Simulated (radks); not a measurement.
Question: The europium ion Eu+, [Xe] 4f7 6s1. Calculated with a radial shooting solver on a logarithmic mesh with Libxc functionals: non-relativistic Kohn-Sham, PBE, spin-polarised, spherical densities, point nucleus. Every spin shell is full or empty, so the densities are truly spherical. Functionals are evaluated on that one density, not self-consistently. Rank these orbital-free kinetic functionals by their error against the exact value of the orbitals, and give that value: Thomas-Fermi, von Weizsacker, TF + vW, TF + vW/5, LC94, revAPBEK, Thakkar, Pearson, LKT, PG1, DePristo-Kress, Ernzerhof.

Answer: Exact: 10423.1 hartree. From best to worst, with 100 (|E| - |E exact|)/|E exact| (equal figures are ties): LC94 -0.01, revAPBEK +0.19, DePristo-Kress -0.20, Ernzerhof -0.50, Thakkar -0.73, Pearson -0.93, TF + vW/5 +2.68, Thomas-Fermi -5.01, PG1 +13.66, LKT +17.48, TF + vW +33.48, von Weizsacker -61.50.
